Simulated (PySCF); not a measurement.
# How the method changes the constants of GdH

State: octet, about 7.0 electrons in the 4f shell (Mulliken). Set-up: PySCF, spin-free X2C with a Gaussian nucleus, basis sets Gd x2c-TZVPall, H x2c-TZVPall. De refers to Gd (4f7 5d1 6s2) + H in their high-spin ground configurations, without counterpoise correction. The functionals are run spin-unrestricted. A positive dipole means Gd(−)H(+). Levels whose curve was spin-contaminated or gave no clean fit are not listed.

```
       Level  Re (Å)  ωe (cm⁻¹)  De (eV)  μ (D)
        ROHF   1.990       1489      n/a  -1.65
    ROHF-MP2   1.907       1616      n/a    n/a
ROHF-SCS-MP2   1.922       1596      n/a    n/a
   ROHF-CCSD   1.930       1569     2.45    n/a
ROHF-CCSD(T)   1.929       1563     2.49    n/a
      r²SCAN   1.939       1464     2.56  -1.48
       M06-L   1.952       1462     2.84  -1.71
     r²SCANh   1.928       1517     2.44  -1.51
        PBE0   1.929       1522     2.55  -1.66
       HSE06   1.932       1519     2.55  -1.74
```

(1) Which functional lies closest to ROHF-CCSD(T) in De, which farthest, and by how much do they differ from it?

(2) What does second-order correlation do here, going from ROHF to ROHF-MP2?

(3) What does the triples do here, going from ROHF-CCSD to ROHF-CCSD(T)?

Correlated steps freeze 18 core orbitals. These are scalar-relativistic numbers at best; spin–orbit coupling would shift them, the dissociation energy most. The state is the lowest single determinant that the PBE0 search found; with open d or f shells the true ground state can be another one.

The whole job (state search and all levels along the bond) took about 26 min on 4 threads of Arm Neoverse V2 (shared host), peak memory 5.6 GiB.

Results:

(1) Closest is r²SCANh (-0.1 pm in Re, -2.9 % in ωe, -0.05 eV in De against ROHF-CCSD(T) in the same basis), farthest M06-L (+2.3 pm in Re, -6.5 % in ωe, +0.35 eV in De). CCSD(T) converges more slowly with the basis than the functionals do and binds too weakly in this one, so the order can change at the basis-set limit.

(2) ROHF-MP2 less ROHF: -8.3 pm in Re, +8.5 % in ωe. Correlation nearly always deepens the well. The bond shortens, as in weak, metallic or heavy-atom bonds, where dispersion and the correlation of outer-core electrons pull the atoms together.

(3) ROHF-CCSD(T) less ROHF-CCSD: -0.1 pm in Re, -0.4 % in ωe, +0.04 eV in De. Correlation nearly always deepens the well. The bond length hardly moves.
